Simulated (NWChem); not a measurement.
System meant: NbCl5; SMILES [Cl][Nb]([Cl])([Cl])([Cl])[Cl]

Here is an NWChem input.

```
start job
memory heap 200 mb stack 900 mb global 1100 mb
geometry units angstroms noautoz
  Nb     0.000000     0.000000     0.000000
  Cl    -2.211129     0.592470     0.000000
  Cl     0.000000     0.000000    -2.336221
  Cl     0.000000     0.000000     2.336221
  Cl     0.592470    -2.211129     0.000000
  Cl     1.618659     1.618659     0.000000
end
basis spherical
  Nb library def2-svp
  Cl library def2-svp
end
dft
  xc b3lyp
  iterations 150
  mulliken
end
task dft energy
```

End of the output:

```
             Northwest Computational Chemistry Package (NWChem) 7.3.0
             --------------------------------------------------------

 D3H symmetry detected

                             Geometry "geometry" -> ""
                             -------------------------

 Output coordinates in angstroms (scale by  1.889725989 to convert to a.u.)

  No.       Tag          Charge          X              Y              Z
 ---- ---------------- ---------- -------------- -------------- --------------
    1 Nb                  41.0000     0.00000000     0.00000000     0.00000000
    2 Cl                  17.0000    -2.21112907     0.59247025     0.00000000
    3 Cl                  17.0000     0.00000000     0.00000000    -2.33622100
    4 Cl                  17.0000     0.00000000     0.00000000     2.33622100
    5 Cl                  17.0000     0.59247025    -2.21112907     0.00000000
    6 Cl                  17.0000     1.61865882     1.61865882     0.00000000

 Effective nuclear repulsion energy (a.u.)    1228.1183583522

      Symmetry information
      --------------------

 Group name             D3h
 Group number             27
 Group order              12
 No. of unique centers     3

                                 NWChem DFT Module
                                 -----------------

 Summary of "ao basis" -> "ao basis" (spherical)
 ------------------------------------------------------------------------------
       Tag                 Description            Shells   Functions and Types
 ---------------- ------------------------------  ------  ---------------------
 Nb                         def2-svp                11       31   5s3p2d1f
 Cl                         def2-svp                 8       18   4s3p1d

      Symmetry analysis of basis
      --------------------------

        a1'        25
        a1"         1
        a2'         5
        a2"        16
        e'         48
        e"         26

  Rotation of axis

            General Information
            -------------------
          SCF calculation type: DFT
          Wavefunction type:  closed shell.
          No. of atoms     :     6
          No. of electrons :   126
           Alpha electrons :    63
            Beta electrons :    63
          Charge           :     0
          Spin multiplicity:     1
          Use of symmetry is: on ; symmetry adaption is: on
          Maximum number of iterations: 150
          AO basis - number of functions:   121
                     number of shells:    51
          Convergence on energy requested:  1.00D-06
          Convergence on density requested:  1.00D-05
          Convergence on gradient requested:  5.00D-04

              XC Information
              --------------
                         B3LYP Method XC Potential
                     Hartree-Fock (Exact) Exchange  0.200
                        Slater Exchange Functional  0.800 local
                    Becke 1988 Exchange Functional  0.720 non-local
              Lee-Yang-Parr Correlation Functional  0.810
                  VWN I RPA Correlation Functional  0.190 local

             Grid Information
             ----------------
          Grid used for XC integration:  medium
          Radial quadrature: Mura-Knowles
          Angular quadrature: Lebedev.
          Tag              B.-S. Rad. Rad. Pts. Rad. Cut. Ang. Pts.
          ---              ---------- --------- --------- ---------
          Nb                  1.45      123           8.0       590
          Cl                  1.00       88          11.0       590
          Grid pruning is: on
          Number of quadrature shells:   299
          Spatial weights used:  Erf1

      Superposition of Atomic Density Guess
      -------------------------------------

 Sum of atomic energies:       -3021.12522775

      Non-variational initial energy
      ------------------------------

 Total energy =   -3029.803970
 1-e energy   =   -6578.730983
 2-e energy   =    2320.808655
 HOMO         =      -1.066851
 LUMO         =      -1.017097

      Symmetry analysis of molecular orbitals - initial
      -------------------------------------------------

  Numbering of irreducible representations:

     1 a1'         2 a1"         3 a2'         4 a2"         5 e'
     6 e"

  Orbital symmetries:

     1 a1'         2 e'          3 e'          4 a1'         5 a2"
     6 a1'         7 a1'         8 e'          9 e'         10 a2"
    11 e'         12 e'         13 a1'        14 a1'        15 a2"
    16 a1'        17 e'         18 e'         19 e"         20 e"
    21 e'         22 e'         23 a1'        24 e'         25 e'
    26 a2"        27 e"         28 e"         29 a2'        30 a2"
    31 a1'        32 e"         33 e"         34 e'         35 e'
    36 a1'        37 a2"        38 a1'        39 e'         40 e'
    41 a2'        42 e"         43 e"         44 e'         45 e'
    46 a2"        47 a1'        48 a1'        49 e'         50 e'
    51 a2"        52 e"         53 e"         54 a1'        55 e'
    56 e'         57 a1'        58 a2'        59 a2"        60 e'
    61 e'         62 e"         63 e"         64 e'         65 e'
    66 a2"        67 a1'        68 e"         69 e"         70 e'
    71 e'         72 a1'        73 e'

     ---------------------------------------------
      Total Density - Mulliken Population Analysis
     ---------------------------------------------

    Atom       Charge   Shell Charges
 -----------   ------   -------------------------------------------------------
    1 Nb  41    50.16   2.00  2.02  2.14  1.82 -0.21  6.09  8.45  0.14 10.34  3.13 14.24
    2 Cl  17    15.34   2.00  1.99  1.04  0.91  5.93  1.74  1.52  0.22
    3 Cl  17    14.91   2.00  1.99  1.07  0.95  5.93  1.54  1.25  0.18
    4 Cl  17    14.91   2.00  1.99  1.07  0.95  5.93  1.54  1.25  0.18
    5 Cl  17    15.34   2.00  1.99  1.04  0.91  5.93  1.74  1.52  0.22
    6 Cl  17    15.34   2.00  1.99  1.04  0.91  5.93  1.74  1.52  0.22

   convergence    iter        energy       DeltaE   RMS-Dens  Diis-err
 ---------------- ----- ----------------- --------- --------- ---------
 d= 0,ls=0.0,diis     1  -3059.1207006374 -4.29D+03  4.70D-01  3.06D+01
 d= 0,ls=0.0,diis     2  -3058.7964497810  3.24D-01  1.35D-01  3.87D+01
 d= 0,ls=0.0,diis     3  -3064.5670377720 -5.77D+00  1.65D-02  1.00D-01
 d= 0,ls=0.0,diis     4  -3064.5348810138  3.22D-02  1.29D-02  2.55D-01
 d= 0,ls=0.0,diis     5  -3064.5812455729 -4.64D-02  2.48D-03  1.45D-02
  Resetting Diis
 d= 0,ls=0.0,diis     6  -3064.5837275212 -2.48D-03  1.95D-04  8.61D-05
 d= 0,ls=0.0,diis     7  -3064.5837417892 -1.43D-05  2.95D-05  2.15D-07
 d= 0,ls=0.0,diis     8  -3064.5837419054 -1.16D-07  1.26D-05  1.75D-07
 d= 0,ls=0.0,diis     9  -3064.5837419288 -2.34D-08  6.56D-06  4.44D-08

[...]
```

Q: What is wrong, and how is it mended?

A: The run ends normally but its numbers are meaningless: the def2 basis of a heavy element holds valence functions alone and wants its effective core potential (without it all electrons must fit into that basis). This input runs:
```
start job
memory heap 200 mb stack 900 mb global 1100 mb
geometry units angstroms noautoz
  Nb     0.000000     0.000000     0.000000
  Cl    -2.211129     0.592470     0.000000
  Cl     0.000000     0.000000    -2.336221
  Cl     0.000000     0.000000     2.336221
  Cl     0.592470    -2.211129     0.000000
  Cl     1.618659     1.618659     0.000000
end
basis spherical
  * library def2-svp
end
ecp
  Nb library def2-ecp
end
dft
  xc b3lyp
  iterations 150
  mulliken
end
task dft energy
```
It converges to -2357.62372 Ha (B3LYP/def2-SVP with def2 effective core potentials on Nb). The faulty run gave -3064.584 Ha, with all electrons squeezed into the valence basis.
